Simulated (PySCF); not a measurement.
# Re⁺: excitation energy

Re⁺ [Xe] 4f14 5d5 6s1 (7S) → Re⁺ [Xe] 4f14 5d6 (5D), as a difference of total energies. Calculation: PySCF 2.14, in x2c-TZVPPall with one added diffuse shell each of s, p, d, f type (12s8p8d4f1g, 113 functions); scalar relativity by spin-free X2C-1e. The calculations carry no spin-orbit coupling.

| method | excitation energy (eV) |
| --- | --- |
| UHF | 3.360 |
| HSE06 | 2.522 |
